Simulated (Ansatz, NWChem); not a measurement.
# The same job for Ansatz

This NWChem 7.3.0 job computes SiF3 (trifluorosilyl):

input.nw:
```
START input
memory stack 880 mb heap 220 mb global 1100 mb
GEOMETRY units angstroms noautosym nocenter noautoz
  F     0.784850   -0.507040    1.151700
  Si   -0.282750    0.213060    0.234280
  F    -0.994260   -0.892250   -0.644340
  F     0.492160    1.186230   -0.741640
END
BASIS spherical bse
  * library STO-3G
END
SCF
  doublet
  uhf
  thresh 1e-08
  maxiter 80
  noprint "final vectors analysis"
END
TASK scf gradient
```

```bash
$ nwchem input.nw > input.out
```

The shape is that of a PBE0-D4/def2-TZVP optimisation.

The shape isn't stationary at this level (largest force 2.6 eV/Å).

It gives a total energy of -579.725493 Eh.

How is this level of theory, on these atoms, set up in Ansatz 0.2.0 as an input file of the program's own, asking for the energy?

For example:

molecule.yaml:
```yaml
crystal:
  periodic: [false, false, false]
  atoms:
    - symbol: F
      position_ang: [0.784850, -0.507040, 1.151700]
    - symbol: Si
      position_ang: [-0.282750, 0.213060, 0.234280]
    - symbol: F
      position_ang: [-0.994260, -0.892250, -0.644340]
    - symbol: F
      position_ang: [0.492160, 1.186230, -0.741640]
basis:
  gaussian: {orbitals: STO-3G}
magnetization: {spin_polarized: true, initial_magnetization: 1}
hamiltonian: {xc: hf}
accuracy: high
```

```bash
$ ansatz run molecule.yaml --threads 1 --pin off --max-ram 3480MiB --events-out events.jsonl --progress --plain --runs-dir runs
```

Its energy is -579.725493 Eh, the same as the first but for the last digit, at most.
